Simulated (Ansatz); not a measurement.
Start from `BO[SiH2]Br` and change one atom or group to get `BO[SiH2]B`.

Ansatz, PBE0-D4/def2-TZVP geometries, multiplicity 1. Each molecule was computed in one conformer, which needn't be the lowest.

Scalar relativity is left out up to krypton. Spin–orbit coupling is left out; it splits and shifts lone-pair levels of the heavy atoms by tenths of an eV.

```csv
property,`BO[SiH2]Br`
HOMO–LUMO gap (PBE/def2-TZVPP) / eV,5.27
zero-point energy (PBE0-D4/def2-TZVP) / kJ/mol,116.8
"ideal-gas entropy at 298 K and 1 bar (rigid rotor, harmonic PBE0-D4/def2-TZVP) / J/(mol·K)",339
HOMO energy (B3LYP/def2-TZVPP) / eV,-8.36
HOMO–LUMO gap (ωB97M-V/def2-TZVPP) / eV,11.78
LUMO energy (B3LYP/def2-TZVPP) / eV,-1.21
```

(1) What does the change do to each property? (An estimate is asked.)

## Answers

(1) The calculation gave: 
```tsv
property	`BO[SiH2]B`	shift
HOMO–LUMO gap (PBE/def2-TZVPP) / eV	3.20	-2.07
zero-point energy (PBE0-D4/def2-TZVP) / kJ/mol	164.1	47.3
ideal-gas entropy at 298 K and 1 bar (rigid rotor, harmonic PBE0-D4/def2-TZVP) / J/(mol·K)	334	-5
HOMO energy (B3LYP/def2-TZVPP) / eV	-8.15	0.21
HOMO–LUMO gap (ωB97M-V/def2-TZVPP) / eV	9.92	-1.86
LUMO energy (B3LYP/def2-TZVPP) / eV	-2.87	-1.66
```

With PBE0 the HOMO rises by 0.27 eV and the LUMO falls by 1.70 eV, so the gap narrows by about 1.97 eV. PBE moves the HOMO by 0.35 eV and ωB97M-V by 0.23 eV. The zero-point energy changes by 47.3 kJ/mol with +6 modes. Modes under 60 cm⁻¹, often nearly free rotors, make the harmonic entropy too high.

B3LYP here is the variant with VWN-RPA as its local correlation; programs differ in this.
